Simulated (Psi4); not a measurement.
Br₃Hf (SMILES [Br][Hf]([Br])[Br]), doublet, at a GFN2-xTB geometry (such geometries of metal compounds can be far from the true shape) (the multiplicity is a formal guess) (core potentials on Hf).

Psi4 was given this input:
```
memory 2 GB

molecule {
0 2
  Hf   -0.01125873    0.01088523    0.02408226
  Br   -1.91584770   -1.50559707   -0.23864416
  Br   -0.04527289    2.21354387   -1.04518892
  Br    1.98428140   -0.73033928    1.23429245
}

set basis def2-sv(p)
set reference uks

energy('b3lyp')
print_variables()
```

Task: What does this run give for the number of basis functions, dipole moment, <S^2>, nuclear repulsion energy?

Result: 
```json
{
  "number_of_basis_functions": "121",
  "dipole_moment": "0.10 D",
  "<S^2>": "0.752",
  "nuclear_repulsion_energy": "730.9023 Eh"
}
```

These values belong to the state on which the SCF converged, which isn't shown to be the lowest.
